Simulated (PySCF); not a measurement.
# How methods differ on the excitation energy of Fe⁺

Fe⁺ [Ar] 3d6 4s1 (6D) → Fe⁺ [Ar] 3d6 4p1 (high-spin determinant), as a difference of total energies. Calculation: PySCF 2.14, in x2c-TZVPPall with one added diffuse shell each of s, p, d, f type (7s6p5d3f1g, 80 functions); the spin-free X2C one-electron Hamiltonian (Gaussian nucleus). Correlated levels: valence: [Ar] frozen. The calculations carry no spin-orbit coupling.

```csv
method,excitation energy (cm⁻¹)
UHF,36571
MP2 (valence),38389
SCS-MP2 (valence),37784
CCSD (valence),38216
CCSD(T) (valence),38205
```

The determinant of the upper state mixes LS terms, which raises its energy above the lowest term, most at the Hartree-Fock and MP2 levels.
